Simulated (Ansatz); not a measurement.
`B[SiH2]N[SiH3]` + `BS` → `BSB` + `[SiH3]N[SiH3]` at 500 K and 1 bar (cleavage of the B–Si bond).

Isolated molecules relaxed with PBE0-D4/def2-TZVP in Ansatz; ΔE leaves out vibrations. CBS: MP2 limit from def2 TZ/QZ plus the TZ coupled-cluster correction, frozen cores. This one scheme is used for every species. Each species was taken in one conformer, which may not be the lowest.

```tsv
species	CCSD(T)/CBS energy (Eh)	H − E (kJ/mol)	S (J/(mol·K))
`B[SiH2]N[SiH3]`	-662.46710	258.3	443.3
`BS`	-424.38198	102.0	273.9
`BSB`	-449.77944	145.4	316.4
`[SiH3]N[SiH3]`	-637.10515	216.0	394.7
```

H − E and S are ideal-gas, rigid-rotor, harmonic terms from PBE0-D4/def2-TZVP, for one conformer and one mirror image of each species. 1 Eh = 2625.50 kJ/mol, R = 8.31446 J/(mol·K).

Q: By hand: ΔE, ΔH, ΔS and ΔG.

A: ΔE = (-449.77944) + (-637.10515) − (-662.46710) − (-424.38198) = -0.03551 Eh = -93.2 kJ/mol. Δ(H − E) = 145.4 + 216.0 − 258.3 − 102.0 = 1.1, so ΔH = -92.1 kJ/mol. ΔS = 316.4 + 394.7 − 443.3 − 273.9 = -6.1 J/(mol·K). ΔG = -92.1 − 500 × (-6.1)/1000 = -89.0 kJ/mol.

Q: By hand: the equilibrium constant, and the temperature at which ΔG would vanish if ΔH and ΔS stayed fixed.

A: log₁₀ K = −ΔG/(RT ln 10) = 9.3. ΔG = 0 at ΔH/ΔS = 15098 K, far beyond where these terms or the molecules hold.

The number of gas molecules stays the same, so ΔS is small and ΔH decides. A doubt of 5 kJ/mol in ΔE shifts log₁₀ K by 0.5 here. Other conformers and mirror images would add mixing entropy, several J/(mol·K) or more a flexible species. Modes under 60 cm⁻¹, often nearly free rotors, make the harmonic entropy too high. These are equilibria of isolated gas molecules and say nothing of rates. Largest T1 diagnostic: 0.015 (customary marks: 0.02 for closed shells, 0.045 for open ones).
